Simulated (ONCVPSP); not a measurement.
Plane-wave convergence, ONCV potential for Sr (Z = 38)

strontium (Sr), optimised norm-conserving Vanderbilt (ONCV), made with ONCVPSP 4.0.1 (PBE, fully relativistic). Core [Ar] 3d10, reference 4s2 4p6 4d0.5 5s1.5. Waves: 4s+5s: rc 3.60 bohr, ncon 4, nbas 7, qcut 3.6 1/bohr, 3 projectors, debl 0.5 Ha; 4p: rc 1.60 bohr, ncon 4, nbas 8, qcut 4.7 1/bohr, 2 projectors, debl 3 Ha; 4d: rc 3.45 bohr, ncon 4, nbas 8, qcut 5.1 1/bohr, 1 projector. Local part: polynomial inside 1.50 bohr (lpopt 5, dvloc0 2 Ha). Core correction: Teter function, fcfact 4.25, rcfact 1.4.

Open shells are filled in proportion to 2j + 1.

Question: For each optimised wave give the share of its norm inside rc, the residual kinetic energy above qcut (Ha) and the cutoffs (Ha) for errors of 10, 1, 0.1 and 0.01 mHa per electron.

Answer:

```
               wave  norm inside rc  residual KE  10 mHa  1 mHa  0.1 mHa  0.01 mHa
                 4s           0.999      1.7e-07     2.8    3.9      4.7       5.3
                 5s           0.333      7.4e-08     2.2    3.3      4.3       5.0
      s projector 3           0.314      1.7e-06     2.7    3.7      4.7       5.5
           4p j=3/2           0.571      2.3e-03     5.5   23.1     73.8      86.3
p projector 2 j=3/2           0.084      3.2e-03     6.9   15.5     48.0      84.5
           4p j=1/2           0.594      2.0e-03     5.7   22.1     73.6      86.0
p projector 2 j=1/2           0.084      2.8e-03     7.0   15.4     48.6      86.7
           4d j=5/2           0.522      3.1e-09     4.8    6.8      8.4       9.8
           4d j=3/2           0.534      3.3e-09     4.9    6.8      8.4       9.8
```

The occupied waves need 23 Ha and 74 Ha for 1 and 0.1 mHa. 1 of 4 tests not solved or not reliable.
